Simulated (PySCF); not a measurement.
Adding and removing an electron: BiH

UHF-CCSD(T); Bi def2-TZVP with ECP60, H def2-TZVP; scalar-relativistic core potentials (PySCF 2.14). Neutral (UHF): triplet (π ↑↑), Re = 1.796 Å, ωe = 1790 cm⁻¹, De = 2.22 eV.

BiH⁺ (UHF): doublet (π ↑), Re = 1.787 Å, ωe = 1861 cm⁻¹. The energies at the minima are -214.52374 hartree for BiH and -214.21259 for BiH⁺.

Work out the adiabatic ionisation energy, without and with harmonic zero-point energies (1 hartree = 27.2114 eV, 1 eV = 8065.5 cm⁻¹), and the change of the bond length.

At UHF-CCSD(T): 0.31115 hartree = 8.467 eV between the minima; the zero-point term (1861.0 − 1790.0)/2 cm⁻¹ = +0.004 eV makes it 8.471 eV. Re changes by -0.9 pm against the neutral. The electron leaves a π orbital, which is non-bonding in a hydride.

Correlated steps freeze 4 core orbitals. Spin–orbit coupling is left out, which matters for elements this heavy, above all for dissociation energies. States were picked by a PBE0 search and need not be the measured ground states.
